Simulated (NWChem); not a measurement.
Everything below was run with NWChem. System: PbS, charge 0, spin multiplicity 1, at a geometry optimised with PBE/def2-SVP with def2 effective core potentials on Pb. The structure started from a generated list of species. Level: PBE0/x2c-SVPall-2c, spin-orbit ZORA.

Input file:

```
start mol
memory heap 200 mb stack 900 mb global 1100 mb
geometry units angstroms nocenter noautoz noautosym
  Pb     0.000000     0.000000     0.382158
  S      0.000000     0.000000    -1.958560
end
basis spherical
  * library x2c-svpall-2c
end
relativistic
  zora on
end
dft
  xc pbe0
  semidirect memsize 60000000 filesize 0
  iterations 100
  grid fine
end
task sodft energy
```

Output (cleaned and shortened):

```
             Northwest Computational Chemistry Package (NWChem) 7.3.0
             --------------------------------------------------------

                                NWChem Input Module
                                -------------------

 Scaling coordinates for geometry "geometry" by  1.889725989
 (inverse scale =  0.529177249)

                             Geometry "geometry" -> ""
                             -------------------------

 Output coordinates in angstroms (scale by  1.889725989 to convert to a.u.)

  No.       Tag          Charge          X              Y              Z
 ---- ---------------- ---------- -------------- -------------- --------------
    1 Pb                  82.0000     0.00000000     0.00000000     0.38215800
    2 S                   16.0000     0.00000000     0.00000000    -1.95856000

 Effective nuclear repulsion energy (a.u.)     296.6100789107

            Nuclear Dipole moment (a.u.)
            ----------------------------
        X                 Y               Z
 ---------------- ---------------- ----------------
     0.0000000000     0.0000000000    -0.0000075589


 Summary of "ao basis" -> "" (spherical)
 ------------------------------------------------------------------------------
       Tag                 Description            Shells   Functions and Types
 ---------------- ------------------------------  ------  ---------------------
 *                       x2c-svpall-2c                on all atoms

                                 NWChem DFT Module
                                 -----------------

 Summary of "ao basis" -> "ao basis" (spherical)
 ------------------------------------------------------------------------------
       Tag                 Description            Shells   Functions and Types
 ---------------- ------------------------------  ------  ---------------------
 Pb                      x2c-svpall-2c              27       89   7s11p7d2f
 S                       x2c-svpall-2c               9       21   4s4p1d

 Summary of "ao basis" -> "ao basis" (spherical)
 ------------------------------------------------------------------------------
       Tag                 Description            Shells   Functions and Types
 ---------------- ------------------------------  ------  ---------------------
 Pb                      x2c-svpall-2c              27       89   7s11p7d2f
 S                       x2c-svpall-2c               9       21   4s4p1d

            General Information
            -------------------
          SCF calculation type: DFT
          Wavefunction type:  closed shell.
          No. of atoms     :     2
          No. of electrons :    98
           Alpha electrons :    49
            Beta electrons :    49
          Charge           :     0
          Spin multiplicity:     1
          Use of symmetry is: off; symmetry adaption is: off
          Maximum number of iterations: 100
          AO basis - number of functions:   110
                     number of shells:    36
          Convergence on energy requested:  1.00D-06
          Convergence on density requested:  1.00D-05
          Convergence on gradient requested:  5.00D-04

              XC Information
              --------------
                         PBE0 Method XC Functional
                     Hartree-Fock (Exact) Exchange  0.250
          PerdewBurkeErnzerhof Exchange Functional  0.750
            Perdew 1991 LDA Correlation Functional  1.000 local
           PerdewBurkeErnz. Correlation Functional  1.000 non-local

             Grid Information
             ----------------
          Grid used for XC integration:  fine
          Radial quadrature: Mura-Knowles
          Angular quadrature: Lebedev.
          Tag              B.-S. Rad. Rad. Pts. Rad. Cut. Ang. Pts.
          ---              ---------- --------- --------- ---------
          Pb                  1.80      141           8.0       974
          S                   1.00      123          10.0       770
          Grid pruning is: on
          Number of quadrature shells:   264
          Spatial weights used:  Erf1

          Convergence Information
          -----------------------
          Convergence aids based upon iterative change in
          total energy or number of iterations.
          Levelshifting, if invoked, occurs when the
          HOMO/LUMO gap drops below (HL_TOL):  1.00D-02
          DIIS, if invoked, will attempt to extrapolate
          using up to (NFOCK): 10 stored Fock matrices.

                    Damping( 0%)  Levelshifting(0.5)       DIIS
                  --------------- ------------------- ---------------
          dE  on:    start            ASAP                start
          dE off:    2 iters        100 iters           100 iters

      Screening Tolerance Information
      -------------------------------
          Density screening/tol_rho:  1.00D-10
          AO Gaussian exp screening on grid/accAOfunc:  14
          CD Gaussian exp screening on grid/accCDfunc:  20
          XC Gaussian exp screening on grid/accXCfunc:  20
          Schwarz screening/accCoul:  1.00D-10

 Performing spin-orbit DFT (SO-DFT) calculations
 -----------------------------------------------

          Performing ZORA calculations
          ----------------------------

      Superposition of Atomic Density Guess
      -------------------------------------

 Sum of atomic energies:      -17216.88793254

       Generating atomic ZORA corrections
       ----------------------------------

      Superposition of Atomic Density Guess
      -------------------------------------
[...]
                                                     1.09D-02  9.52D+00
 d= 0,ls=0.0,diis     8 -22031.3899410565 -1.87D+00  8.23D-03  2.70D+00    38.0
                                                     8.23D-03  2.70D+00
 d= 0,ls=0.0,diis     9 -22032.1766964035 -7.87D-01  3.24D-03  6.28D-01    38.8
                                                     3.24D-03  6.28D-01
 d= 0,ls=0.0,diis    10 -22032.3216440184 -1.45D-01  2.50D-03  2.19D-01    39.7
                                                     2.50D-03  2.19D-01
 d= 0,ls=0.0,diis    11 -22032.4091380498 -8.75D-02  7.66D-04  1.39D-02    40.5
                                                     7.66D-04  1.39D-02
 d= 0,ls=0.0,diis    12 -22032.4125716436 -3.43D-03  1.77D-04  2.13D-03    41.4
                                                     1.77D-04  2.13D-03
 d= 0,ls=0.0,diis    13 -22032.4128407023 -2.69D-04  1.39D-04  1.20D-03    42.2
                                                     1.39D-04  1.20D-03
 d= 0,ls=0.0,diis    14 -22032.4132603403 -4.20D-04  3.72D-05  6.13D-05    43.1
                                                     3.72D-05  6.13D-05
 d= 0,ls=0.0,diis    15 -22032.4132837102 -2.34D-05  6.43D-06  1.24D-06    44.0
                                                     6.43D-06  1.24D-06
 d= 0,ls=0.0,diis    16 -22032.4132842903 -5.80D-07  8.21D-07  1.22D-08    44.9
                                                     8.21D-07  1.22D-08
  zoraso: enough mem for repl

      Total SO-DFT energy =   -22032.413284309536
      One electron energy =   -30469.631263875381
           Coulomb energy =     8561.709911664278
    Exchange-Corr. energy =     -421.102011009094
 Nuclear repulsion energy =      296.610078910661

       Scaling correction =      821.231409506940

 Numeric. integr. density =       98.000000391077

     Total iterative time =     28.6s

                       DFT Final Molecular Orbital Analysis
                       ------------------------------------

 Vector   96  Occ=1.000000D+00  E=-2.548628D-01
              MO Center= -2.4D-09, -1.6D-09, -1.8D-01, r^2= 8.2D-01
  Bfn.         Coefficient        Function           Bfn.         Coefficient        Function
  ----     -------------------  ------------         ----     -------------------  ------------
   213     0.363065   0.000000  2 S  px               214     0.000000   0.363065  2 S  py
   210     0.246526   0.000000  2 S  px               211     0.000000   0.246526  2 S  py
   105     0.233266   0.000000  2 S  pz               102     0.161966   0.000000  2 S  pz
   139     0.143151   0.000000  1 Pb px               140     0.000000   0.143151  1 Pb py
   136     0.137866   0.000000  1 Pb px               137     0.000000   0.137866  1 Pb py

 Vector   97  Occ=1.000000D+00  E=-2.520646D-01
              MO Center= -3.1D-04, -2.2D-04, -7.1D-01, r^2= 1.6D+00
  Bfn.         Coefficient        Function           Bfn.         Coefficient        Function
  ----     -------------------  ------------         ----     -------------------  ------------
   104     0.307471   0.246583  2 S  py               103     0.246583  -0.307472  2 S  px
   101     0.205800   0.165046  2 S  py               100     0.165046  -0.205800  2 S  px
   214    -0.137884   0.008596  2 S  py               213    -0.008596  -0.137884  2 S  px
    30     0.106174   0.085148  1 Pb py                29     0.085148  -0.106174  1 Pb px
    95    -0.105505  -0.084612  2 S  py                94    -0.084612   0.105505  2 S  px

 Vector   98  Occ=1.000000D+00  E=-2.520646D-01
              MO Center=  3.0D-04,  2.2D-04, -8.8D-02, r^2= 2.5D-01
  Bfn.         Coefficient        Function           Bfn.         Coefficient        Function
  ----     -------------------  ------------         ----     -------------------  ------------
   214    -0.393519   0.022027  2 S  py               213    -0.022027  -0.393519  2 S  px
   211    -0.263394   0.014743  2 S  py               210    -0.014743  -0.263394  2 S  px
   104    -0.107224  -0.087114  2 S  py               103    -0.087114   0.107224  2 S  px
   140    -0.135887   0.007606  1 Pb py               139    -0.007606  -0.135887  1 Pb px
   205     0.135031  -0.007558  2 S  py               204     0.007558   0.135031  2 S  px

 Vector   99  Occ=0.000000D+00  E=-1.039084D-01
              MO Center= -4.2D-08, -6.8D-09, -7.5D-02, r^2= 1.9D+00
  Bfn.         Coefficient        Function           Bfn.         Coefficient        Function
  ----     -------------------  ------------         ----     -------------------  ------------
    30    -0.072891   0.374653  1 Pb py                29    -0.374653  -0.072891  1 Pb px
    27    -0.065349   0.335890  1 Pb py                26    -0.335890  -0.065349  1 Pb px
   104     0.059997  -0.308381  2 S  py               103     0.308381   0.059997  2 S  px
   101     0.031915  -0.164042  2 S  py               100     0.164042   0.031915  2 S  px
    18     0.031620  -0.162525  1 Pb py                17     0.162525   0.031620  1 Pb px

 Vector  100  Occ=0.000000D+00  E=-1.039084D-01
              MO Center= -2.1D-08, -2.2D-08, -7.7D-02, r^2= 2.3D-01
  Bfn.         Coefficient        Function           Bfn.         Coefficient        Function
  ----     -------------------  ------------         ----     -------------------  ------------
   140    -0.000000   0.381678  1 Pb py               139     0.381678  -0.000000  1 Pb px
   137    -0.000000   0.342188  1 Pb py               136     0.342188  -0.000000  1 Pb px
   214     0.000000  -0.314163  2 S  py               213    -0.314163   0.000000  2 S  px
   211     0.000000  -0.167118  2 S  py               210    -0.167118   0.000000  2 S  px
   128     0.000000  -0.165573  1 Pb py               127    -0.165573   0.000000  1 Pb px

 Vector  101  Occ=0.000000D+00  E=-7.464801D-02
              MO Center= -5.7D-04, -5.3D-04,  5.6D-02, r^2= 1.8D+00
  Bfn.         Coefficient        Function           Bfn.         Coefficient        Function
  ----     -------------------  ------------         ----     -------------------  ------------
    29    -0.319537   0.331653  1 Pb px                30    -0.331653  -0.319537  1 Pb py
    26    -0.180824   0.187680  1 Pb px                27    -0.187680  -0.180824  1 Pb py
   104     0.178565   0.172041  2 S  py               103     0.172041  -0.178565  2 S  px
   139    -0.005044  -0.200500  1 Pb px               140    -0.200500   0.005044  1 Pb py
    14    -0.090311   0.093736  1 Pb px                15    -0.093736  -0.090311  1 Pb py

   alpha - beta orbital overlaps
   -----------------------------

   alpha      1      2      3      4      5      6      7      8      9     10
    beta      1      2      3      4      5      6      6      8      9     10
 overlap   1.204  1.657  2.188  2.250  2.026  0.830  0.299  1.118  1.118  1.118

   alpha     11     12     13     14     15     16     17     18     19     20
    beta     11     12     13     14     15     16     14     15     16      8
 overlap   2.116  2.116  2.120  2.047  2.047  2.059  0.427  0.427  0.446  0.075

   alpha     21     22     23     24     25     26     27     28     29     30
    beta      9     10     14     15     16    103    104    105    103    104
 overlap   0.075  0.075  0.410  0.410  0.418  0.123  0.123  0.166  0.125  0.125

   alpha     31     32     33     34     35     36     37     38     39     40
    beta    105      8      9     10     11     12     13     14     15     16
 overlap   0.089  0.024  0.024  0.024  0.010  0.010  0.010  0.040  0.040  0.042

   alpha     41     42     43     44     45     46     47     48     49     50
    beta     41     42     43     44     45     46     47     48     49     50
 overlap   1.264  1.264  1.264  1.264  1.264  1.439  1.440  1.439  1.440  1.439

   alpha     51     52     53     54     55     56     57     58     59     60
    beta     51     52     53     54     55     51    104     53    103     55
 overlap   1.137  1.140  1.140  1.140  1.137  0.030  0.029  0.028  0.029  0.030

   alpha     61     62     63     64     65     66     67     68     69     70
    beta     46     47     48     49     50     41     42     43     44     45
 overlap   0.007  0.007  0.007  0.007  0.007  0.008  0.008  0.008  0.008  0.008

   alpha     71     72     73     74     75     76     77     78     79     80
    beta     51     52     53     54     55     76     77     78     79     80
 overlap   0.020  0.020  0.020  0.020  0.020  0.990  0.990  0.990  0.991  0.990

   alpha     81     82     83     84     85     86     87     88     89     90
    beta     81     82     76     77     78     79     80     81     82     90
 overlap   0.990  0.990  0.023  0.022  0.022  0.022  0.022  0.022  0.023  1.090

   alpha     91     92     93     94     95     96     97     98     99    100
    beta     91     92     92     94     95     96    103    104    105    103
 overlap   1.319  0.532  0.303  0.990  0.990  0.987  0.018  0.018  0.013  0.212

   alpha    101    102    103    104    105    106    107    108    109    110
    beta    104    105    103    104    105     51    104      6    103     55
 overlap   0.212  0.177  0.314  0.314  0.239  0.002  0.017  0.018  0.017  0.002

     --------------------------
     Expectation value of S2:
     --------------------------
      <S2> =      0.1945 (Exact =     0.0000)

     Multipole analysis of the density
     ---------------------------------

     L   x y z        total         alpha         beta         nuclear
     -   - - -        -----         -----         ----         -------
     0   0 0 0     -0.000000    -49.000000    -49.000000     98.000000

     1   1 0 0     -0.000000     -0.000000     -0.000000      0.000000
     1   0 1 0     -0.000000     -0.000000     -0.000000      0.000000
     1   0 0 1      1.482049      0.741028      0.741028     -0.000008

     2   2 0 0    -31.694430    -15.847215    -15.847215      0.000000
     2   1 1 0      0.000000      0.000000      0.000000      0.000000
     2   1 0 1     -0.000000     -0.000000     -0.000000      0.000000
     2   0 2 0    -31.694430    -15.847215    -15.847215      0.000000
     2   0 1 1     -0.000000     -0.000000     -0.000000      0.000000
     2   0 0 2    -36.978976   -149.460030   -149.460030    261.941084

 Task  times  cpu:       45.8s     wall:       45.8s

 Total times  cpu:       45.8s     wall:       45.8s
```
